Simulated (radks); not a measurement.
Values are calculated unless marked as measured or tabulated.
Valence configurations of neutral selenium (all share [Ar]). Code: a radial shooting solver on a logarithmic mesh with Libxc functionals. Model: scalar-relativistic Kohn-Sham, r2SCAN, spin-polarised, spherical densities, finite nucleus; open shells are filled with parallel spins first; meta-GGA in the generalised Kohn-Sham scheme; Fermi nuclear charge, rms radius 4.14 fm. Energies are relative to 3d10 4s2 4p4; eigenvalues in eV for spin up.

| valence | E (eV) | moment (Bohr magnetons) | e(3d) | e(4p) | e(4s) |
|---|---|---|---|---|---|
| 3d10 4s2 4p4 | 0.000 | 2 | -54.191 | -7.522 | -18.770 |
| 3d10 4s1.5 4p4.5 | 5.518 | 2 | -55.098 | -7.914 | -19.363 |
| 3d10 4s1 4p5 | 10.961 | 2 | -56.023 | -8.332 | -19.977 |
| 3d10 4p6 | 23.614 | 0 | -57.491 | -7.991 | - |
| 3d9.5 4s2 4p4.5 | 25.249 | 2 | -60.439 | -8.064 | -19.830 |
| 3d9 4s2 4p5 | 52.662 | 2 | -66.794 | -8.590 | -20.850 |
| 3d8 4s2 4p6 | 114.20 | 2 | -79.849 | -9.619 | -22.805 |

NIST lists [Ar] 3d10 4s2 4p4 as the ground configuration; this level of theory agrees among the configurations tried. The energies are those of spherical high-spin densities, not of single terms.
